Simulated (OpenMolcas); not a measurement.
Levels of V IV by method

```yaml
Program: OpenMolcas 26.06
Basis: ANO-RCC-VTZP [6s5p3d2f1g]
Scalar_Hamiltonian: DKH2, point nucleus
Active_space: 2 electrons in 5 orbitals (3d)
State_averaging: 2S+1 = 3 even, 10 roots; 2S+1 = 1 even, 15 roots
Spin-orbit_coupling: RASSI with atomic mean-field integrals over the reference wave functions, term energies averaged over their components
```

Methods on the same reference wave functions:
A. CASSCF
B. SS-CASPT2, IPEA 0.25 Eh, imaginary shift 0.1 Eh (closed shells correlated: 3s 3p)
C. XMS-CASPT2, IPEA 0.25 Eh, imaginary shift 0.1 Eh (closed shells correlated: 3s 3p)

Energies in cm⁻¹ above 3d² ³F₂, the measured ground level; measured values from Sugar and Corliss, J. Phys. Chem. Ref. Data 7, 1191 (1978).

```json
{"Level": "3d² ³F₂", "A": "0.0", "B": "0.0", "C": "0.0", "Measured": "0.0"}
{"Level": "3d² ³F₃", "A": "326", "B": "328", "C": "328", "Measured": "325"}
{"Level": "3d² ³F₄", "A": "748", "B": "750", "C": "749", "Measured": "735"}
{"Level": "3d² ¹D₂", "A": "13929", "B": "10830", "C": "11240", "Measured": "10959"}
{"Level": "3d² ³P₀", "A": "16475", "B": "13870", "C": "13590", "Measured": ""}
{"Level": "3d² ³P₁", "A": "16588", "B": "13980", "C": "13700", "Measured": "13239"}
{"Level": "3d² ³P₂", "A": "16832", "B": "14220", "C": "13950", "Measured": "13458"}
{"Level": "3d² ¹G₄", "A": "21426", "B": "19110", "C": "18900", "Measured": "18391"}
{"Level": "3d² ¹S₀", "A": "52049", "B": "43250", "C": "43750", "Measured": "42462"}
```

Deviations, from unrounded energies. A percentage is the sum of absolute deviations over the sum of measured energies, with the sign that they share, or ± where signs differ.

```csv
Against measurement,Levels,A,B,C
mean absolute deviation (cm-1),7,3200,450,440
fine structure of the ground term (%),2,+1.3,+1.7,+1.6
other terms of the ground configuration (%),5,+22.7,±3.2,+3.1
```

B, C lie about equally close to measurement and A furthest from it. The largest miss of C in the table is 3d² ¹S₀, by +1300 cm-1. The ranking rests on the paired levels alone, and a cruder setting can come out closer through cancelling errors.

Between B and C the level of the table that moves most is 3d² ¹S₀, by 500 cm-1 (lowest in B, highest in C). Moves below CASPT2's spread within the term are not significant.

The mean deviations of B to C differ by less than CASPT2's widest spread within a term (1400 cm-1), so their order carries little weight.

From A to B the spin-free energies of the other terms of 3d² shown, above ³F, scale by factors of 0.77 to 0.89, as is usual when dynamic correlation screens the repulsion within a d or f shell.

The lowest spin-free term lies below A's lowest term by 0.295 hartree in B, 0.299 hartree in C.

CASPT2 does not keep the components of a term degenerate, so their means are used; among the terms shown or strongly mixed into the levels shown the widest spread is 1400 cm-1 (3d² ³F, C). Without dynamic correlation excited terms often stand tens of per cent too high (terms of higher spin than the ground term too low), and those without a measured partner can miss by more than the paired ones (holds for A). Measured partners are found by configuration, term and J. A level has none where our copy of the source lacks it or the pairing is in doubt (some pairs that miss far off the trend of their configuration count as doubtful), and it then counts in no deviation. Only configurations of the active space appear.
